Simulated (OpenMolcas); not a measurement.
Computed levels of 2s² 2p³ in ions with 7 electrons, in cm-1 above ⁴S°_3/2.

- Program: OpenMolcas 26.06
- Method: CASSCF
- Basis: ANO-RCC-VQZP
- Scalar Hamiltonian: DKH2, point nucleus
- Spin-orbit coupling: state interaction with AMFI integrals over the reference wave functions, term energies averaged over their components

Active space for each ion: 5 electrons in 8 orbitals (2s 2p 3s 3p).

```tsv
Level	O+	Ne3+
²D°_3/2	30290	45151
²D°_5/2	30300	45197
²P°_1/2	39982	61752
²P°_3/2	39990	61794
```

Problem. Estimate ²D°_3/2, ²D°_5/2 for F2+ from its neighbours O+ and Ne3+.

Solution. ²D°_3/2 is another term, which grows about linearly with the charge: (30290 + 45151) / 2 = 37720. The calculation gives 37894, so the estimate is off by -0.5 %.
²D°_5/2 is another term, which grows about linearly with the charge: (30300 + 45197) / 2 = 37748. The calculation gives 37915, so the estimate is off by -0.4 %.

Without dynamic correlation excited terms often stand tens of per cent too high (terms of higher spin than the ground term too low), and those without a measured partner can miss by more than the paired ones (holds for O+). The run also gave levels led by 2s² 2p² 3s, which use shells meant for correlation; these and all levels above them are left out (holds for O+). Active for correlation alone: 3p 3s; no level in the range computed is led by a configuration that fills them, so any true level of that kind is missing (holds for F2+; Ne3+). Levels of configurations outside the active space are missing.

° marks odd parity.
